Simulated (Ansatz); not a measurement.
Computed with Ansatz on PBE0-D4/def2-TZVP structures; ΔE is electronic, products minus reactants. CCSD(T)/CBS adds triple-zeta CCSD(T) − MP2 to the extrapolated MP2 energy (def2 sets, frozen cores). Functionals use def2-TZVPP. B3LYP here is the variant with VWN-RPA as its local correlation; programs differ in this. For Br outer-core shells are correlated without core-valence functions, which leaves a few kJ/mol of doubt a bond. Scalar relativity is left out up to krypton. Each species was taken in one conformer, which may not be the lowest.

`O[SiH]1C=C1[SiH3]` + `Br[SiH]1BC1` → `[SiH3][C@H]1B[Si@@H]1Br` + `O[SiH]1C=C1`  (formal exchange of groups at the Si–C bond)

`O[SiH]1C=C1[SiH3]`:

Cartesian coordinates in Å:
```
O -1.034 2.518 0.613
Si -0.901 1.295 -0.469
C -1.337 -0.405 -0.157
C 0.007 -0.241 -0.180
Si 1.491 -1.317 0.055
H -0.995 2.289 1.543
H -1.004 1.944 -1.786
H -1.957 -1.279 0.020
H 1.103 -2.732 0.309
H 2.346 -1.256 -1.159
H 2.279 -0.816 1.212
```

`Br[SiH]1BC1`:

Cartesian coordinates in Å:
```
Br -1.209 -1.481 2.160
Si 0.287 -0.452 0.892
B 0.352 -0.617 -0.987
C -0.098 0.765 -0.695
H 1.083 0.423 1.776
H 0.029 -1.394 -1.821
H 0.454 1.491 -0.087
H -0.898 1.265 -1.238
```

`[SiH3][C@H]1B[Si@@H]1Br`:

Z-matrix (Å, degrees):
```
Si
C 1 1.878
H 1 1.485 2 110.3
H 1 1.487 2 108.5 3 -119.4
H 1 1.485 2 110.9 3 121.8
B 2 1.510 1 119.5 3 -154.1
Si 2 1.911 1 101.8 3 -83.7
H 2 1.093 1 106.2 3 62.6
H 6 1.186 2 137.1 1 -116.4
Br 7 2.218 2 119.4 1 139.3
H 7 1.477 2 112.9 1 10.0
```

`O[SiH]1C=C1`:

Cartesian coordinates in Å:
```
O -0.626 -1.881 -0.238
Si 0.122 -0.600 0.460
C -0.362 1.112 0.262
C 0.766 0.823 -0.416
H -1.082 -1.720 -1.066
H 0.717 -1.154 1.688
H -0.955 2.015 0.368
H 1.418 1.406 -1.057
```

(1) Is it downhill or uphill in electronic energy at CCSD(T)/CBS, and by how much? (Estimate.)

(2) What do these levels give: r2SCAN-D4, PBE0-D4, ωB97X-V, ωB97M-V, B2PLYP, PBE, r2SCAN, B3LYP, SCS-MP2/def2-TZVPP, HF/def2-QZVPP, MP2/def2-QZVPP, MP2/CBS(def2)? (An estimate is asked.)

Largest T1 diagnostic among the species: 0.012.

Results:

(1) Computed: Downhill: ΔE = -1.7 kcal/mol.

(2) The calculation gave: r2SCAN-D4 -0.9, PBE0-D4 -1.6, ωB97X-V -2.6, ωB97M-V -1.8, B2PLYP 0.0, PBE 0.7, r2SCAN -0.8, B3LYP 1.1, SCS-MP2/def2-TZVPP -1.4, HF/def2-QZVPP -2.5, MP2/def2-QZVPP -1.7, MP2/CBS(def2) -1.8 kcal/mol.

In def2-TZVPP, CCSD(T) changes the Hartree–Fock value by +1.1 kcal/mol (the triples alone add +0.5 kcal/mol) and MP2 by +0.9 kcal/mol. From PBE to PBE0 (25 % exact exchange), in def2-TZVPP and without D4, ΔE moves by −1.8 kcal/mol.
